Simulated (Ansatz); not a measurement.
`N[SiH2][TeH]` + `[F][AlH][NH][SiH3]` → `N[SiH2][NH][AlH][F]` + `[SiH3][TeH]`  (redistribution)

Program: Ansatz. Geometries: PBE0-D4/def2-TZVP. ΔE: electronic, gas phase. CCSD(T)/CBS is the MP2 limit (def2-TZVPP, def2-QZVPP) plus CCSD(T) − MP2 in def2-TZVPP, frozen cores. Elements past krypton have def2 core potentials. For Te outer-core shells are correlated without core-valence functions, which leaves a few kJ/mol of doubt a bond. One conformer a species, not always the lowest.

```json
{"species": "`N[SiH2][TeH]`", "SCS-MP2/def2-QZVPP energy (Eh)": "-614.32761"}
{"species": "`[F][AlH][NH][SiH3]`", "SCS-MP2/def2-QZVPP energy (Eh)": "-688.63845"}
{"species": "`N[SiH2][NH][AlH][F]`", "SCS-MP2/def2-QZVPP energy (Eh)": "-743.96035"}
{"species": "`[SiH3][TeH]`", "SCS-MP2/def2-QZVPP energy (Eh)": "-559.00876"}
```

Question: Work out ΔE.

Answer: ΔE = (-743.96035) + (-559.00876) − (-614.32761) − (-688.63845) = -0.00305 Eh = -1.9 kcal/mol. CCSD(T)/CBS gives -2.1 kcal/mol.

Largest T1 diagnostic among the species: 0.012.
